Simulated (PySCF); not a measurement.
Worked example: chemical shift, span and skew from a shielding tensor

C₄H₇FSi, SMILES F[C@]1([SiH3])C=CC1. Atoms are numbered in the order given.

```xyz
13

F      0.8673    -1.3656    -0.5689
C      0.0810    -0.3185    -0.1138
Si     1.2533     1.0543     0.5113
C     -1.0478    -0.6941     0.8083
C     -1.9855    -0.1729     0.0004
C     -1.0228     0.1484    -1.1142
H      0.4425     2.2483     0.8982
H      2.2071     1.4255    -0.5757
H      2.0178     0.5601     1.6946
H     -1.0592    -1.1514     1.8006
H     -3.0567     0.0135     0.1165
H     -1.0716    -0.5329    -1.9773
H     -0.9811     1.1897    -1.4790
```

The structure is a stationary point at PBE0-D3(BJ)/def2-SVP. The structure was generated by enumeration; whether it is a known compound was not checked.

GIAO shieldings from B3LYP/pcSseg-1 in PySCF, non-relativistic, no solvent. The symmetric part of the tensor of F1 has the principal values 330.8, 357.6, 369.7 ppm. The same nucleus in CFCl3 has σ = 161.7 ppm at this level (PySCF, at its B3LYP-D3(BJ)/def2-TZVP geometry).

Q: Work out the isotropic shielding, the ¹⁹F shift against CFCl3, the span and the skew.

A: 
σ(iso) = (σ11 + σ22 + σ33)/3 = 352.7 ppm. δ = σ(ref) − σ(iso) = 161.7 − (352.7) = -191.0 ppm.
Span Ω = σ33 − σ11 = 38.9 ppm. Skew κ = 3(σ(iso) − σ22)/Ω = -0.38. Tumbling in solution averages the tensor to δ; in a static solid the shielding alone would spread this spin-1/2 line over Ω.
